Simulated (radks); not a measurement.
Au27+, 52 electrons, occupied as [Kr] 4d10 4f6.

Calculated with a radial shooting solver on a logarithmic mesh with Libxc functionals: scalar-relativistic Kohn-Sham, r2SCAN, spin-polarised, spherical densities, finite nucleus; open shells are filled with parallel spins first (spin-orbit coupling, left out, can overturn this in heavy ions); meta-GGA in the generalised Kohn-Sham scheme; Fermi nuclear charge, rms radius 5.4371 fm.

Energy parts (hartree):
total: -18671.5964
kinetic: 20920.0531
electron-nucleus: -44727.1135
Hartree: 5464.0969
exchange-correlation: -328.6329

Orbitals (lengths in bohr, moments of r in powers of bohr; r(max) is where P^2 peaks):
1s up: occ. 1; eigenvalue (hartree) -3003.370; <r> 0.01687; r(max) 0.01042
1s down: occ. 1; eigenvalue (hartree) -3003.371; <r> 0.01687; r(max) 0.01042
2s up: occ. 1; eigenvalue (hartree) -557.6811; <r> 0.07112; r(max) 0.06016
2s down: occ. 1; eigenvalue (hartree) -557.6770; <r> 0.07112; r(max) 0.06016
2p up: occ. 3; eigenvalue (hartree) -486.4849; <r> 0.06425; r(max) 0.04982
2p down: occ. 3; eigenvalue (hartree) -486.4803; <r> 0.06425; r(max) 0.04982
3s up: occ. 1; eigenvalue (hartree) -156.8335; <r> 0.1834; r(max) 0.1694
3s down: occ. 1; eigenvalue (hartree) -156.5056; <r> 0.1832; r(max) 0.1693
3p up: occ. 3; eigenvalue (hartree) -136.0751; <r> 0.1846; r(max) 0.1688
3p down: occ. 3; eigenvalue (hartree) -135.7424; <r> 0.1843; r(max) 0.1686
3d up: occ. 5; eigenvalue (hartree) -113.8792; <r> 0.1673; r(max) 0.1377
3d down: occ. 5; eigenvalue (hartree) -113.6256; <r> 0.1670; r(max) 0.1375
4s up: occ. 1; eigenvalue (hartree) -57.64858; <r> 0.3931; r(max) 0.3762
4s down: occ. 1; eigenvalue (hartree) -57.16384; <r> 0.3941; r(max) 0.3765
4p up: occ. 3; eigenvalue (hartree) -50.49029; <r> 0.4126; r(max) 0.3930
4p down: occ. 3; eigenvalue (hartree) -50.02894; <r> 0.4137; r(max) 0.3934
4d up: occ. 5; eigenvalue (hartree) -41.98778; <r> 0.4228; r(max) 0.3946
4d down: occ. 5; eigenvalue (hartree) -41.52058; <r> 0.4244; r(max) 0.3952
4f up: occ. 6; eigenvalue (hartree) -32.83299; <r> 0.4116; r(max) 0.3440
4f down: occ. 0; eigenvalue (hartree) -32.29926; <r> 0.4139; r(max) 0.3453

The highest occupied level is 4f up at -893.43 eV. For comparison, the ionisation energy in NIST's Atomic Spectra Database is 930 eV (theoretical). In exact Kohn-Sham theory the highest level is minus the ionisation energy, but local and semilocal functionals leave it too shallow, through self-interaction and a potential that decays too fast; potentials with the right tail come closer. The spin density at the nucleus is -36.3 e/bohr^3 (1s 0.1, 2s -6.3, 3s -109.6, 4s 79.5). The electron density at the nucleus is 2.299e+06 e/bohr^3 (large components only). The density falls to 0.001 e/bohr^3 at r = 1.25 bohr. Summed over all electrons, <r^2> = 5.414 bohr^2, which gives a Langevin (diamagnetic) susceptibility term of -4.29 x 10^-6 cm^3/mol.
